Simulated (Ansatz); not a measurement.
A single point on C3H6AlI, SMILES `[CH3][AlH]/[CH]=C/I`.

```yaml
crystal:
  periodic: [false, false, false]
  atoms:
    - {symbol: C, position_ang: [-1.803099, -0.984422, 1.013731]}
    - {symbol: Al, position_ang: [0.033889, -0.658653, 0.453236]}
    - {symbol: C, position_ang: [0.489426, 0.852980, -0.686846]}
    - {symbol: C, position_ang: [1.767237, 0.992393, -1.017331]}
    - {symbol: I, position_ang: [2.541238, 2.519272, -2.229482]}
    - {symbol: H, position_ang: [-1.913207, -1.901133, 1.597284]}
    - {symbol: H, position_ang: [-2.471590, -1.053035, 0.149089]}
    - {symbol: H, position_ang: [-2.174213, -0.154281, 1.624823]}
    - {symbol: H, position_ang: [1.262680, -1.574657, 0.875459]}
    - {symbol: H, position_ang: [-0.225933, 1.579756, -1.066271]}
    - {symbol: H, position_ang: [2.558973, 0.324681, -0.693292]}
basis:
  gaussian: {orbitals: def2-QZVPP}
correlation: {method: mp2}
```

```sh
$ ansatz run in.yaml --threads 4 --pin off --events-out ev --progress --plain --max-ram 10444MiB
```

Shortened log:

```
Functional definition: HF
  name "HF"
  cite "Fock, Z. Phys. 61, 126 (1930) doi:10.1007/BF01340294"
  parent pbe
  exchange = exact_x
  correlation = 0
2982 factors; integrals over basis functions are off by at most 6.8e-4 eV
mean field evaluation 1: about -17838.4975 eV, gradient 4.0e1 eV
mean field evaluation 2: about -17838.6229 eV, gradient 4.0e1 eV
mean field evaluation 4: about -17842.9214 eV, gradient 4.1e0 eV
mean field evaluation 8: about -17843.0021 eV, gradient 3.7e-1 eV
mean field evaluation 16: about -17843.0041 eV, gradient 1.8e-6 eV
mean field -17843.00409174 eV, -655.7183059490 hartree, gradient 1.8e-6 eV, S^2 0.000000; 0 other end points of the search recorded, 0 dependent functions left out
12 core orbitals not correlated: weight in the atoms' cores, before any rotation towards them, 1.000 or more for the frozen orbitals, at most 0.000 for the correlated occupied ones
reference -17843.00409174 eV, -655.7183059490 hartree; 19, 19 occupied and 472, 472 virtual orbitals, 2982 factors
second order -34.93883894 eV of doubles, -0.00000000 eV of singles
Total energy: -17877.94293068 eV, -657.0022845976 hartree
```

Hardware: 4 threads of an Arm Neoverse V2 on a shared host. Wall time 22 s, peak host memory 3.1 GiB.
